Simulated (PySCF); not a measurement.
Molecule: `CSc1ccco1`, C$_{5}$H$_{6}$OS.

Numbering as in the mapped SMILES `[CH3:1][S:2][c:3]1[cH:4][cH:5][cH:6][o:7]1` (H(Xn): hydrogen on atom n).

Geometry PBE0-D3(BJ)/def2-SVP throughout; GIAO in PySCF 2.14, gas phase, one conformer, non-relativistic; equivalent atoms averaged; functional PBE0.

Question: How do the absolute shieldings σ depend on the basis set? (a selection of nuclei; ppm; last column core-seconds on shared hosts with different chips, so compare them loosely)

Answer: 
```csv
basis set,functions,C3,C6,C5,C4,C1,S2,O7,H(C5),H(C1),core-s
STO-3G,45,107.9,115.9,133.6,140.5,213.3,681.3,167.7,27.01,31.18,4.2
pcSseg-0,79,31.2,39.2,69.1,79.7,175.6,567.3,28.9,26.44,30.64,6.8
6-31G,79,53.1,63.4,88.5,97.4,183.3,594.8,55.3,26.20,30.20,8.6
6-31G*,114,54.1,62.2,86.3,94.9,179.3,558.8,68.8,25.79,29.69,13
cc-pVDZ,132,49.0,59.8,84.1,94.3,180.8,566.4,61.3,24.94,29.01,13
def2-SVP,132,46.7,58.2,82.4,93.4,179.0,578.3,62.6,25.04,29.23,12
pcSseg-1,156,32.1,39.6,65.9,76.1,168.1,505.0,34.9,24.72,28.86,24
aug-cc-pVDZ,219,47.3,58.2,83.7,94.2,177.9,562.6,61.1,24.77,28.83,26
"6-311+G(2d,p)",233,34.1,43.9,70.1,80.8,170.1,491.9,37.8,24.93,28.97,35
def2-TZVP,259,32.8,42.8,68.9,79.7,170.7,474.7,35.7,24.86,29.04,34
cc-pVTZ,298,35.3,44.5,70.1,80.7,171.4,528.7,39.3,24.73,28.84,42
IGLO-III,314,26.1,36.4,63.4,74.7,167.8,492.6,30.6,24.81,28.84,41
```

Question: Which nucleus among those listed moves most, in ppm?

Answer: S2 (sulfide sulfur): from 474.7 ppm with def2-TZVP to 681.3 ppm with STO-3G. The smallest spread is 2.29 ppm, at H(C5). Proton shifts span only some 12 ppm, so a few tenths of a ppm matter as much there as several ppm in carbon.

Question: Taking the largest basis, IGLO-III (314 functions), as the yardstick, rank the others by their worst heavy-atom deviation.

Answer: 6-311+G(2d,p) 8.0 ppm (233 functions), pcSseg-1 12.4 ppm (156 functions), def2-TZVP 17.9 ppm (259 functions), cc-pVTZ 36.1 ppm (298 functions), 6-31G* 66.2 ppm (114 functions), aug-cc-pVDZ 70.1 ppm (219 functions), cc-pVDZ 73.9 ppm (132 functions), pcSseg-0 74.7 ppm (79 functions), def2-SVP 85.7 ppm (132 functions), 6-31G 102.2 ppm (79 functions), STO-3G 188.7 ppm (45 functions).

A small basis that lands close on one nucleus may do so by chance; judge by the trend and by all nuclei.
